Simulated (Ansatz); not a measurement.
Born–Oppenheimer molecular dynamics of AlClFH2N (6 atoms, charge 0, multiplicity 1). It starts from a relaxed structure.

Computed with Ansatz 0.2.0, RKS PBE0-D4/def2-SVP.

```json
{
  "ensemble": "NVE (velocity Verlet)",
  "time step": "0.5 fs",
  "steps asked": "150",
  "starting velocities drawn for": "400 K",
  "seed": "571654"
}
```

First frame:

```xyz
6
Properties=species:S:1:pos:R:3
Al -0.025 0.008 0.061
N -0.010 -0.002 1.812
H -0.839 -0.061 2.391
H 0.824 0.052 2.384
F 1.397 0.109 -0.783
Cl -1.815 -0.105 -1.005
```

(1) How far do the bonds stretch over the last three quarters of this one trajectory? (Pairs bonded in most of those frames.)

Answers

(1) 
```
   bond  mean (Å)  spread (Å)  shortest  longest
 Al1–N2     1.748       0.019      1.72     1.78
 Al1–F5     1.661       0.015      1.64     1.68
Al1–Cl6     2.094       0.011      2.08     2.11
  N2–H3     1.015       0.029      0.97     1.06
  N2–H4     1.016       0.018      0.98     1.05
```

Mean temperature of the second half: 134 K. The conserved energy stayed within 0.31 meV per atom of its start (net change 0.18 meV per atom), so the integration is sound. A run of 0.075 ps of so small a system gives no equilibrium averages.

The run took 6.2 min on 1 thread of Arm Neoverse V1 (shared host), peak memory 0.14 GiB.
